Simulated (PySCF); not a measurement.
# Electronic structure of Pb²⁺ (lead, charge +2) at the UHF level

Configuration: [Xe] 4f14 5d10 6s2, closed-shell 1S. Computed with PySCF 2.14 in cc-pVDZ-PP with ECP60MDF, with a scalar-relativistic core potential.

```
Total energy             : -191.106720 hartree
One-electron energy      : -322.7721 hartree
Hartree (Coulomb) energy : 146.2799 hartree
Exchange energy          : -14.6145 hartree
⟨S²⟩                     : 0.0000
⟨L²⟩                     : 0.000
Sum of ⟨r⟩               : 25.30 bohr
Sum of ⟨r²⟩              : 38.86 bohr²
Time after the integrals : 0.05 s of wall time on 1 thread of Neoverse-V2 (shared host)
```

```tsv
shell	electrons	mean orbital energy (eV)	rms radius, mean of both spins (bohr)
5s	2	-184.63	0.925
5p	6	-121.58	1.05
5d	10	-45.856	1.38
6s	2	-30.087	2.38
```

Energies and moments cover only the electrons outside the core potential. Spin-orbit coupling, which splits the p, d and f shells strongly at this Z, is absent.
